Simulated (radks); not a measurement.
Values are calculated unless marked as measured or tabulated.
Spherical quantum dot in the effective-mass picture: electrons in a parabolic well V = omega^2 r^2 / 2 with omega = 0.13, all in effective atomic units (hartree* = m*/eps^2 hartree, bohr* = eps/m* bohr), one dielectric constant everywhere. Level of theory: non-relativistic Kohn-Sham, LDA (Slater exchange, Perdew-Wang correlation), spin-polarised, spherical densities (a radial shooting solver with Libxc functionals). Levels are named by radial order and angular momentum (1s, 1p, 1d, 2s, ...), and open shells are averaged over m. Results are scaled to m* = 0.064 and eps = 12.1, for which hartree* = 11.89 meV and bohr* = 10 nm.

N = 10, configuration 1s2 1p6 1d(up 2, down 0). This is the lowest configuration that the search found. Occupied and some empty levels:

level,occupation,eigenvalue (meV),<r> (nm)
1s up,1,19.428,55.13
1s down,1,19.524,53.99
1p up,3,19.934,64.14
1p down,3,20.053,63.82
1d up,2,20.596,70.65
1d down,0,20.722,70.71
2s up,0,20.995,57.16
2s down,0,21.056,57.73
1f up,0,21.380,75.99
1f down,0,21.504,76.26
2p up,0,21.884,65.89
2p down,0,21.955,66.00

Energy (meV): total 120.704, kinetic 9.0906, external 43.817, Hartree 84.376, exchange-correlation -16.579.

Electron density:

r (nm),n(r) (e/nm^3)
2.64,2.185e-06
9.28,2.381e-06
15.9,2.773e-06
22.6,3.311e-06
29.2,3.919e-06
35.8,4.496e-06
42.5,4.928e-06
49.1,5.094e-06
55.8,4.905e-06
62.4,4.337e-06
69.0,3.471e-06
75.7,2.481e-06
82.3,1.562e-06
89.0,8.611e-07
95.6,4.123e-07
102,1.711e-07
109,6.216e-08
116,1.931e-08
122,5.332e-09
129,1.287e-09
